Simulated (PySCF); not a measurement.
FH3S3Si, SMILES F[Si](S)(S)S. The structure is a stationary point at PBE-D3(BJ)/def2-SVP. The structure was generated by enumeration, and PubChem lists no compound with its InChIKey, so it may never have been made. The values are those of a single conformer.

Computed equilibrium geometry at PBE-D3(BJ)/def2-SVP (PySCF confirms it by a frequency run) as Cartesian coordinates in Å, and its point group (one conformer of several):
point group C3.
```xyz
8

F      0.0000     0.0000     1.8996
Si     0.0000     0.0000     0.2590
S     -1.0769     1.7022    -0.4523
S      2.0126     0.0815    -0.4523
S     -0.9357    -1.7837    -0.4523
H     -2.1659     1.4451     0.3298
H      2.3344     1.1532     0.3298
H     -0.1685    -2.5983     0.3298
```
